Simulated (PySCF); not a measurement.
# Computed properties of pent-1-ene (C₅H₁₀), SMILES C=CCCC

pent-1-ene (C₅H₁₀), SMILES C=CCCC. The structure is a stationary point at B3LYP-D3(BJ)/def2-SVP. Other conformers were not sampled. All values are computed for the isolated molecule unless a solvent is named; none is compared with measurement here.

**Structure.** All 39 harmonic modes at B3LYP-D3(BJ)/def2-SVP (PySCF) are real, so it is a minimum. With heavy atoms numbered as in [CH2:1]=[CH:2][CH2:3][CH2:4][CH3:5], the shortest bond between them is C1–C2 at 1.336 Å and the longest C3–C4 at 1.540 Å.

**Vibrations.** The strongest infrared lines (harmonic, unscaled, degenerate partners summed) lie at 3102 cm⁻¹ (39 km/mol, H 91 %, C 9 %), 942 cm⁻¹ (35 km/mol, H 73 %, C 27 %), 3111 cm⁻¹ (34 km/mol, H 91 %, C 9 %). The softest mode is at 72 cm⁻¹ and the zero-point energy is 85.6 kcal/mol.

**Electronic structure.** CAM-B3LYP/def2-TZVP (PySCF) places the frontier levels at -8.67 and 1.37 eV, a gap of 10.04 eV, and gives a dipole moment of 0.42 D and a mean polarisability of 62.5 bohr³. PBE/def2-TZVP (PySCF) at the same geometry gives -6.21 and -0.75 eV, so its gap is 4.58 eV narrower. An orbital gap is neither the optical nor the fundamental gap.

**Excitations.** TDA-M06-2X/def2-SVPD (PySCF) has S1 at 7.31 eV (170 nm, f = 0.064, bright); the most intense of the 10 singlets computed lies at 7.79 eV (f = 0.31). T1 (TDA) is at 4.71 eV, 2.60 eV under S1. TDA-PBE/def2-SVPD (PySCF) puts S1 at 6.47 eV. No vertical singlet excitation falls in the visible range (under 3.1 eV).

**NMR.** GIAO shifts at KT2/pcSseg-1 (PySCF) (non-relativistic, atoms alike by connectivity averaged): ¹³C from 16.7 to 139.4 ppm against TMS; ¹H from 1.3 to 6.5 ppm against TMS.

**Solvation.** SMD-ωB97X/def2-SVP (PySCF) gives 1.7 kcal/mol in water, -3.7 kcal/mol in dichloromethane, -2.3 kcal/mol in cyclohexanone (1 M in both phases, gas-phase geometry); of these solvents dichloromethane holds the molecule best.
